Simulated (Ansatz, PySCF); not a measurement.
Gas-phase reaction in SMILES: [C-]#[N+][CH]C → [C-]#[N+][CH-]C (an electron is taken up)
Geometries: B3LYP-D3(BJ)/def2-TZVP minima from Ansatz (an electronic-structure program).
Geometry of the first species:
```xyz
8

C     -1.5792     0.1486    -0.0893
C     -0.2734    -0.4526    -0.4641
N      0.8589    -0.0212     0.1045
C      1.8402     0.3806     0.6239
H     -1.5948     1.2231    -0.3001
H     -1.7743     0.0335     0.9821
H     -2.3891    -0.3243    -0.6418
H     -0.1800    -1.2434    -1.1948
```
Charge 0, spin multiplicity 2.

Property: adiabatic electron affinity (0 K, with B3LYP-D3(BJ) harmonic zero-point energies from PySCF), positive where the reaction releases energy, in eV. Cores are frozen in the correlated levels unless marked. UHF or UKS for open shells. Spin-orbit coupling is left out. No relativistic terms. Anions need diffuse functions: aug- sets have them; def2-D sets add few; the other sets have none. Basis-set limits of correlation are two-point, X^-3; Hartree-Fock from the larger set. [CCSD(T)-MP2]/basis is that difference in the basis named.

| level | program | adiabatic electron affinity (eV) |
|---|---|---|
| PBE0/def2-SVP | Ansatz | ? |
| BHLYP-D4/def2-TZVPD | Ansatz + dftd4 | ? |
| r2SCANh-D4/def2-TZVPD | Ansatz + dftd4 | 0.65 |
| LC-wPBE-D4/def2-TZVPD | Ansatz + dftd4 | 0.72 |
| RI-MP2/CBS(aug-cc-pVTZ,aug-cc-pVQZ)+[CCSD(T)-MP2]/aug-cc-pVTZ | Ansatz | 0.95 |

Task: Fill in the missing entries.

Result: 
- PBE0/def2-SVP, adiabatic electron affinity (eV): 0.42
- BHLYP-D4/def2-TZVPD, adiabatic electron affinity (eV): 0.52
